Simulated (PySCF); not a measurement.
C4H6N2O.
SMILES with atom numbers: `[H]/[N:1]=[CH:2]/[CH:3]=[CH:4]/[NH:5][CH:6]=[O:7]` (hydrogens: H8 on N1; H9 on C2; H10 on C3; H11 on C4; H12 on N5; H13 on C6)

Structure optimised with GFN2-xTB, isolated species.

(1) Give the optimised bond lengths and angles.

Results:

(1) 
```
  bond  length (pm)
 N1=C2        126.4
 C2–C3        144.2
 C3=C4        133.7
 C4–N5        137.9
 N5–C6        136.4
 C6=O7        120.1
 N1–H8        101.7
 C2–H9        109.9
C3–H10        108.1
C4–H11        108.2
N5–H12        101.1
C6–H13        110.5
```

A selection of angles:
```
    angle  degrees
 C2–N1–H8    115.4
 N1–C2–C3    119.9
 N1–C2–H9    124.9
 C3–C2–H9    115.3
 C2–C3–C4    122.6
C2–C3–H10    115.8
C4–C3–H10    121.5
 C3–C4–N5    124.0
C3–C4–H11    122.7
N5–C4–H11    113.3
 C4–N5–C6    123.1
C4–N5–H12    117.4
C6–N5–H12    119.6
 N5–C6–O7    125.1
N5–C6–H13    111.6
O7–C6–H13    123.3
```

Dihedral angles: N1–C2–C3–C4 180° (antiperiplanar); C2–C3–C4–N5 180° (antiperiplanar); C3–C4–N5–C6 180° (antiperiplanar); C4–N5–C6–O7 0° (synperiplanar); H8–N1–C2–C3 180° (antiperiplanar).

The C–C distances run from 1.337 Å (C3=C4, drawn double) to 1.442 Å (C2–C3, drawn single), a spread of 0.105 Å. N5 (amide nitrogen) is planar (angles 123.1°, 119.6° and 117.4°, sum 360.0°, 0.00 Å off the plane of its three neighbours). The 3 C–N bonds span 1.264 Å (N1=C2, drawn double) to 1.379 Å (C4–N5, drawn single), a spread of 0.115 Å. The 7 heavy atoms lie in one plane (0.000 Å rms). Of the pairs four or more bonds apart, O7···H11 is among the closest relative to their van der Waals radii: 2.46 Å, 90 % of the sum of Bondi's values.

Point group: Cs (every atom within 0.08 Å of its image). No GFN2-xTB frequencies stand behind this structure, so it isn't proved a minimum. The numbers are those of one conformer.

All values are computed, not measured.
